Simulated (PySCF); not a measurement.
## Al⁻ (aluminium, charge -1) across methods

[Ne] 3s2 3p2, high-spin 3P determinant. Calculation: PySCF 2.14, in aug-cc-pVDZ-DK (5s4p2d, 27 functions); scalar relativity by spin-free X2C-1e.

```csv
method,E (hartree),mean ε 3s α (eV),mean ε 3s β (eV),mean ε 3p α (eV),Σ⟨r²⟩ (bohr²),⟨S²⟩
PBE0,-242.7056,-4.112,-2.923,0.817,73.74,2.005
r2SCAN,-242.7885,-3.251,-2.181,1.226,74.46,2.009
M06-L,-242.7908,-3.341,-2.237,1.396,76.39,2.004
M06,-242.7976,-4.148,-3.115,1.044,80.80,2.002
TPSSh,-242.8276,-3.519,-2.270,1.170,72.06,2.005
B3LYP,-242.8401,-3.972,-3.015,0.979,77.89,2.003
LDA,-241.7592,-3.276,-2.455,1.267,79.95,2.001
UHF,-242.30965,-6.880,-4.532,-0.594,73.63,2.017
PBE,-242.6855,-3.082,-2.206,1.332,77.24,2.003
```

The highest occupied level is positive at PBE0, r2SCAN, M06-L, M06, TPSSh, B3LYP, LDA, PBE: only the finite basis holds that electron, which in a density functional comes from self-interaction.
